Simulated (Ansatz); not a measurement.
The first iterations of a band of F2GeH2 + H4OSi (11 atoms, charge 0, multiplicity 1).

All numbers below come from RKS PBE-D4/def2-SVP (Ansatz).

* movable images: 7
* climbing image: yes
* spring: 5.0 eV/Å²
* optimiser: quadratic models (default)
* start path: through a guess of the saddle point
* force threshold: 0.05 eV/Å
* iteration limit: 60
* end points: relaxed

Image 0:

```xyz
11
Properties=species:S:1:pos:R:3
Ge 0.419 0.040 -0.010
H 0.602 -0.647 1.353
H 1.683 0.462 -0.792
F -0.506 1.540 0.166
F -0.488 -0.973 -1.119
O -2.180 -0.281 1.175
Si -3.342 -1.110 0.264
H -2.939 -2.553 0.279
H -4.702 -0.984 0.902
H -3.436 -0.598 -1.147
H -2.088 0.671 0.967
```

Image 8:

```xyz
11
Properties=species:S:1:pos:R:3
Ge -0.293 0.012 -0.719
H -0.420 0.306 3.273
H 1.072 0.009 -0.023
F -0.700 1.601 -1.305
F -0.311 -1.003 -2.137
O -1.579 -0.541 0.348
Si -3.153 -1.100 0.045
H -3.120 -2.551 -0.340
H -3.915 -0.926 1.324
H -3.793 -0.301 -1.056
H -0.764 0.061 2.629
```

| iteration | highest image above the first end (eV) | largest band force component (eV/Å) |
| --- | --- | --- |
| 1 | 3.845 | 16.069 |
| 2 | 2.229 | 2.182 |
| 3 | 1.735 | 1.420 |
| 4 | 1.547 | 0.823 |
| 5 | 1.280 | 1.646 |
| 6 | 1.240 | 0.934 |
| 7 | 1.245 | 0.945 |
| 8 | 1.456 | 0.682 |
| 9 | 1.613 | 0.753 |
| 10 | 1.577 | 0.680 |
| 11 | 1.562 | 0.338 |
| 12 | 1.552 | 0.447 |
| 13 | 1.539 | 0.283 |
| 14 | 1.527 | 0.269 |
| 15 | 1.512 | 0.305 |
| 16 | 1.497 | 0.272 |

Q: Does the band converge within its limit, and where does its top end?

A: The run converged. It ended after 48 iterations with the highest image 1.427 eV above the first end. The profile has 2 maxima (images 2, 4) with wells between them (image 3): this band takes more than one step, which may be the mechanism or a detour left from its start path. Neighbouring images differ by up to 1.3 eV, so the band resolves the path poorly. A vibrational analysis at the climbing image gives one clearly imaginary mode, 1209i cm⁻¹: a first-order saddle point. The orbitals stay closed-shell, which can raise the energy where a bond breaks towards radicals; this wasn't checked here.

Time of the run: 6.5 min on 4 threads of Arm Neoverse V2, with other jobs on the host, peak memory 0.19 GiB.
